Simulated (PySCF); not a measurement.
From one molecule to another.

First species: C₃H₄NP.
Cartesian coordinates in Å at the PBE0-D3(BJ)/def2-SVP level; atoms count from 1:
```xyz
9
C3H4NP angstrom
C      1.5183    0.6554   -0.0635
P      0.8907   -0.7586    0.5319
C     -0.8330   -0.8536   -0.2455
C     -1.1948    0.2437   -1.1120
N     -1.4155    1.1530   -1.7953
H      1.0075    1.3423   -0.7498
H      2.5289    0.9390    0.2497
H     -1.5579   -0.9342    0.5821
H     -0.8874   -1.8050   -0.8007
```

Second species: C2H10O3Si4.
InChI=1S/C2H10O3Si4/c1-2-8-5-9(3-6)4-7/h1,9H,8H2,6-7H3

Levels: CAM-B3LYP/def2-SVPD for dipole moment, HOMO energy, LUMO energy, HOMO–LUMO gap, static isotropic polarisability and electronic spatial extent ⟨r²⟩ about the centre of nuclear charge; TDDFT CAM-B3LYP/def2-SVPD for lowest singlet excitation; TDA CAM-B3LYP/def2-SVPD for lowest triplet excitation (Tamm–Dancoff); ΔSCF CAM-B3LYP/def2-SVPD for vertical ionisation energy; PBE0-D3(BJ)/def2-SVP for rotational constant A and rotational constant C. Geometries: PBE0-D3(BJ)/def2-SVP. Each species is one conformer at its optimised geometry, gas phase, non-relativistic unless stated; the electronic structure was computed with PySCF and density fitting.

The conformers computed, where there is a choice (atom-mapped SMILES and torsion angles):
- `[CH2:1]=[P:2][CH2:3][C:4]#[N:5]`: C1–P2–C3–C4 0°
- `[CH:1]#[C:2][SiH2:3][O:4][SiH:5]([O:6][SiH3:7])[O:8][SiH3:9]`: C2–Si3–O4–Si5 22°, Si3–O4–Si5–O6 -78°, O4–Si5–O6–Si7 20°, O4–Si5–O8–Si9 -99°

(1) Which has the higher dipole moment?

(2) Which has the higher S1 energy?

(3) Which has the higher HOMO–LUMO gap?

(4) Which of the two has the higher vertical ionisation energy, and by how much?

(5) Which of the two has the higher rotational constant A, and by how much?

(6) Which has the higher T1 energy?

(7) Which has the higher HOMO energy?

(8) Which has the higher rotational constant C?

Answers

(1) The first: 2.99 D against 1.52 D, a difference of 1.47 D.

(2) The second: 5.83 eV against 4.99 eV, a difference of 0.84 eV.

(3) The second: 10.10 eV against 8.48 eV, a difference of 1.62 eV.

(4) The second: 10.56 eV against 10.21 eV, a difference of 0.35 eV.

(5) The first: 8.571 GHz against 0.802 GHz, a difference of 7.769 GHz.

(6) The second: 4.87 eV against 2.97 eV, a difference of 1.90 eV.

(7) The first: -9.31 eV against -9.80 eV, a difference of 0.49 eV.

(8) The first: 2.151 GHz against 0.635 GHz, a difference of 1.516 GHz.

On the first: In atomic units the dipole is 1.18 e·bohr (1 au = 2.5417 D). S1 lies 3.49 eV below the HOMO–LUMO gap; its leading configuration is HOMO−1→LUMO, weight 0.97.

On the second: The ΔSCF ionisation energy exceeds −ε(HOMO) by 0.76 eV with CAM-B3LYP. The polarisability is 18.61 Å³ as a volume (1 au = 0.148185 Å³), or 1.23 au for each of the 102 electrons.
